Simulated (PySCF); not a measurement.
## Polarisability and C₆ of Cl (chlorine, neutral)

[Ne] 3s2 3p5, 2P determinant. All numbers are calculated (PySCF 2.14, the spin-free X2C one-electron Hamiltonian (Gaussian nucleus), in aug-cc-pVTZ-DK). Coupled (time-dependent) response in atomic units; α is the mean over directions.

```tsv
method	mean α (bohr³)	α xx, yy, zz	C₆ (like pair)	S(−4)
UHF	13.90	12.81, 14.45, 14.45	87.86	44.65
PBE	15.13	13.67, 15.85, 15.85	97.39	58.34
PBE0	14.59	13.29, 15.24, 15.24	93.13	52.11
r2SCANh	14.62	13.31, 15.27, 15.27	96.09	48.97
revPBE	15.06	13.60, 15.79, 15.79	96.87	57.70
```

S(−4) is the Cauchy moment in α(ω) = α(0) + S(−4) ω² + …

Reference α: 14.6 ± 0.1 bohr³ (recommended; Schwerdtfeger and Nagle, table of static dipole polarizabilities (2023 update)). Published C₆: 94.60 (Chu and Dalgarno (2004); Tang, Norbeck and Certain (1976)).

α(iu) at revPBE:

| u (hartree) | α(iu) (bohr³) |
| --- | --- |
| 0 | 15.06 |
| 0.0500 | 14.92 |
| 0.100 | 14.51 |
| 0.200 | 13.15 |
| 0.300 | 11.49 |
| 0.500 | 8.385 |
| 0.750 | 5.651 |
| 1.00 | 3.948 |
| 1.50 | 2.171 |
| 2.00 | 1.353 |
| 3.00 | 0.6666 |
| 5.00 | 0.2658 |

The components differ because the open shell of this determinant is not spherical; for a pure term their mean is the scalar polarisability.
